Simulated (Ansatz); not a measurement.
Reaction (formal exchange of groups at a P–B bond): `PB1C[SiH2]1` + `O[SiH2][SiH3]` → `O[SiH]([SiH3])P` + `B1C[SiH2]1`

Computed with Ansatz on PBE0-D4/def2-TZVP structures; ΔE is electronic, products minus reactants. CBS: MP2 limit from def2 TZ/QZ plus the TZ coupled-cluster correction, frozen cores. One conformer a species, not always the lowest.

```tsv
level	ΔE (kJ/mol)
MP2/def2-QZVPP	2.3
HF/CBS(def2)	12.8
```

(1) What does CCSD(T)/CBS give? (Best estimate.)

Largest T1 diagnostic among the species: 0.017.

Results:

(1) Computed: +1.4 kJ/mol. The listed levels differ from it by 0.9, 11.4 kJ/mol.

In def2-TZVPP, CCSD(T) changes the Hartree–Fock value by −9.2 kJ/mol (the triples alone add −1.8 kJ/mol) and MP2 by −9.2 kJ/mol.
